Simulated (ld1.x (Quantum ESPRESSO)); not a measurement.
antimony, RRKJ: configuration errors across variants

antimony (Sb), norm-conserving RRKJ (Kleinman–Bylander form), made with ld1.x (Quantum ESPRESSO) 7.5 (PBE, scalar-relativistic). Core [Kr] 4d10, reference 5s2 5p3. Waves: 5p (bound): rc 1.95 bohr; 5s (bound): rc 1.55 bohr. Local part: the s channel. Core correction: none.

All-electron excitation energies from the reference (eV): (1) 5s2 5p2 8.317; (2) 5s2 5p1 24.285; (3) 5s2 5p0 48.698; (4) 5s0 5p5 16.431; (5) 5s1 5p0 92.991; (6) 5s2 5p2.5 3.262; (7) 5s1 5p4 8.112.

6 further variants failed, have other tests or another functional or relativity, and are left out.

Errors AE − PS in meV (a dash: test not solved or not reliable):

```csv
change,(1),(2),(3),(4),(5),(6),(7),bound ghosts
base,-3.6,-11,+23,+61,+209,-1.0,+12,none
type TM; local potential the p channel,-0.4,+9.6,+92,+60,+335,-0.4,+9.9,none
wave 5p (bound): rc 1.95 bohr becomes 5p (bound): rc 2.64 bohr,-3.0,-4.7,+48,+50,+255,-1.0,+9.8,none
wave 5s (bound): rc 1.55 bohr becomes 5s (bound): rc 2.00 bohr,-4.4,-17,-7.1,+28,+183,-1.1,+5.9,none
wave 5s (bound): rc 1.55 bohr becomes 5s (bound): rc 1.92 bohr,-4.4,-18,-8.2,+29,+183,-1.1,+6.0,none
core correction a·sin(br)/r model core inside 1.20 bohr,-5.5,-35,-128,-71,-457,-1.3,-17,none
```

Q: Give the same row for: core correction a·sin(br)/r model core inside 1.84 bohr.

A: -5.8, -38, -134, -64, -455, -1.3, -16; bound ghosts: none.
